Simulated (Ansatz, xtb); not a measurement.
AlBClH4N: where a starting geometry ends

The starting geometry of this gas-phase singlet was built from a drawn formula by distance geometry and a force field; its bonds are those of `Cl[B]1[NH2+][AlH2-]1`.

```yaml
atoms:
  - { symbol: Al, position_ang: [0.5793, -0.9903, 0.3336] }
  - { symbol: B, position_ang: [-1.3082, 0.0098, 0.4775] }
  - { symbol: Cl, position_ang: [-2.3088, 1.5233, 0.5714] }
  - { symbol: N, position_ang: [-1.1397, -1.4997, 0.5943] }
  - { symbol: H, position_ang: [-1.6069, -2.0123, -0.2857] }
  - { symbol: H, position_ang: [-1.4016, -1.8861, 1.5135] }
  - { symbol: H, position_ang: [1.0534, -0.7565, -1.2151] }
  - { symbol: H, position_ang: [1.4341, -0.6075, 1.6463] }
```

Question: Where would you expect an optimisation with r2SCAN-D4/def2-SVP to take it?

Answer: A bond breaks, leaving `N[B]([AlH2])Cl`. Contacts that open: Al1–N4 (1.81 → 3.14 Å).

The energy falls by 3.12 eV over 34 steps:

```tsv
step	E − E(last) (eV)
1	3.115
5	0.942
8	0.903
12	0.589
16	0.086
19	0.018
23	0.003
27	0.001
30	0.000
34	0.000
```

Final geometry (Å):

```tsv
atom	x (Å)	y (Å)	z (Å)
Al	1.0222	-0.4535	0.3043
B	-1.0698	-0.4744	0.7475
Cl	-1.7941	0.8504	1.7263
N	-1.9428	-1.4744	0.3182
H	-1.6390	-2.2653	-0.2385
H	-2.9369	-1.4757	0.5344
H	1.6692	-1.6286	-0.5714
H	1.9928	0.7021	0.8149
```

From the same start GFN2-xTB reaches the same bonding as this run.

The end wasn't checked by frequencies. Run with Ansatz 0.2.0, 58 s on 2 threads of Intel(R) Xeon(R) Platinum 8259CL CPU @ 2.50GHz (Skylake/Cascade Lake) (shared host).
